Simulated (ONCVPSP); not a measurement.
# Scattering properties, ONCV potential for Si

silicon, optimised norm-conserving Vanderbilt (ONCV), made with ONCVPSP 4.0.1 (PBE, scalar-relativistic). Core [He], reference 2s2 2p6 3s2 3p1 (charge +1). Waves: 2s+3s: rc 0.85 bohr, ncon 4, nbas 8, qcut 10.8 1/bohr, 2 projectors; 2p+3p: rc 1.15 bohr, ncon 4, nbas 9, qcut 10.6 1/bohr, 2 projectors; d scattering state at 0.24 Ha: rc 1.10 bohr, ncon 3, nbas 7, qcut 7.4 1/bohr, 1 projector. Local part: polynomial inside 0.65 bohr (lpopt 5, dvloc0 0 Ha). Core correction: Teter function, fcfact 6, rcfact 1.35.

The phase is arctan(r·R′/R) of the radial function R(r), unwrapped; energies in Ha, scanned from -7 to 5 Ha. A pole is an energy at which the radial function vanishes at the test radius. The pseudo phase is shifted by a multiple of π to meet the all-electron one at the reference energy, and phase errors are pseudo minus all-electron; the curves can meet again beyond the range given. Levels narrower than the energy grid can be missing from the lists of poles.

**Question.** For each channel, where are the poles, and over which energies does the pseudopotential scatter like the atom?

**Answer.**

```csv
channel,radius (bohr),reference energy (Ha),"poles, all-electron","poles, pseudo",unbroken range about the reference energy with phases within 0.05 rad,phase error 1 Ha above the reference energy (rad)
s,0.86,-0.70,-3.43,-3.43,the whole range,+0.000
p,1.17,-0.43,-3.51,-3.51,the whole range,+0.000
d,1.12,0.24,none,none,the whole range,+0.002
```

Phases in the p channel:

| E (Ha) | all-electron | pseudo |
| --- | --- | --- |
| -6.96 | 1.189 | 1.189 |
| -6.64 | 1.166 | 1.166 |
| -6.32 | 1.137 | 1.137 |
| -6.00 | 1.099 | 1.099 |
| -5.68 | 1.048 | 1.048 |
| -5.36 | 0.973 | 0.973 |
| -5.04 | 0.847 | 0.847 |
| -4.72 | 0.594 | 0.594 |
| -4.40 | -0.030 | -0.030 |
| -4.08 | -0.948 | -0.948 |
| -3.76 | -1.404 | -1.404 |
| -3.44 | -1.604 | -1.604 |
| -3.12 | -1.718 | -1.718 |
| -2.80 | -1.799 | -1.799 |
| -2.48 | -1.865 | -1.865 |
| -2.16 | -1.925 | -1.925 |
| -1.84 | -1.986 | -1.986 |
| -1.52 | -2.051 | -2.051 |
| -1.20 | -2.125 | -2.125 |
| -0.88 | -2.213 | -2.213 |
| -0.56 | -2.320 | -2.320 |
| -0.24 | -2.454 | -2.454 |
| 0.08 | -2.625 | -2.625 |
| 0.40 | -2.839 | -2.838 |
| 0.72 | -3.090 | -3.089 |
| 1.04 | -3.355 | -3.354 |
| 1.36 | -3.603 | -3.601 |
| 1.68 | -3.811 | -3.809 |
| 2.00 | -3.976 | -3.974 |
| 2.32 | -4.104 | -4.102 |
| 2.64 | -4.204 | -4.202 |
| 2.96 | -4.283 | -4.281 |
| 3.28 | -4.347 | -4.345 |
| 3.60 | -4.399 | -4.397 |
| 3.92 | -4.443 | -4.440 |
| 4.24 | -4.480 | -4.477 |
| 4.56 | -4.512 | -4.509 |
| 4.88 | -4.540 | -4.537 |
